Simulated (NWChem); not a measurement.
System: InF2, doublet; SMILES [F][In][F]

```xyz
3

In     0.0000     0.0000     0.3177
F     -1.6912     0.0000    -0.6966
F      1.6912     0.0000    -0.6966
```
Atoms are numbered in this order, from 1.

Level: PBE0/def2-SVP with def2 effective core potentials on In, spin-unrestricted (NWChem), optimised geometry, unscaled harmonic frequencies. In the optimisation the excess spin sits in a1 (C2v, its own frame). The spin multiplicity was typed, not searched, and may not be the lowest. def2 effective core potentials on In; no spin-orbit coupling.

Question: List the harmonic frequencies with IR intensities, and the thermochemistry.

Answer: 
| frequency (cm⁻¹) | IR intensity (km/mol) |
|---|---|
| 117 | 21.2 |
| 563 | 26.3 |
| 591 | 68.4 |

The zero-point energy is 1.8 kcal/mol, the thermal correction to the enthalpy at 298.15 K (with zero-point energy) is 4.8 kcal/mol and the heat capacity Cv comes out as 10.1 cal/(mol K). The entropy at 298.15 K and 1 atm (symmetry number 2, electronic part: spin degeneracy alone) comes out as 69.6 cal/(mol K).

Rigid rotor and harmonic oscillator.
